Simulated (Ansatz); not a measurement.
System: dimethylgermane, C2H8Ge, net charge 0, singlet state. SMILES: [CH3][GeH2][CH3]
Structure (B3LYP-D3(BJ)/def2-TZVP (Ansatz, a quantum-chemistry and plane-wave program) minimum search):
```
Ge
H 1 1.5448
H 1 1.5448 2 108.00
C 1 1.9674 2 109.62 3 119.38
H 4 1.0897 1 110.72 2 -59.19
H 4 1.0902 5 108.59 1 121.06
H 4 1.0902 5 108.59 6 117.89
C 1 1.9674 2 109.62 3 -119.38
H 8 1.0897 1 110.72 2 59.19
H 8 1.0902 9 108.59 1 121.06
H 8 1.0902 9 108.59 10 117.89
```
Charge 0, spin multiplicity 1.

Parts of the frozen-core correlation energy in aug-cc-pVQZ (Ansatz, hartree). Frozen orbitals: 16; correlated occupied orbitals by spin: 10 and 10; virtual: 595 and 595. Spin-orbit coupling is left out. No relativistic terms.

```json
[
 {"term": "reference (HF)", "value": "-2155.84220"},
 {"term": "MP2 opposite-spin", "value": "___"},
 {"term": "MP2 same-spin", "value": "-0.09886"},
 {"term": "CCSD correlation", "value": "___"},
 {"term": "(T)", "value": "___"},
 {"term": "T1 diagnostic", "value": "0.009"},
 {"term": "largest doubles amplitude", "value": "0.014"}
]
```

### Question
Some entries are withheld; supply them.

### Answer

- MP2 opposite-spin, value: -0.42569
- CCSD correlation, value: -0.56418
- (T), value: -0.02109
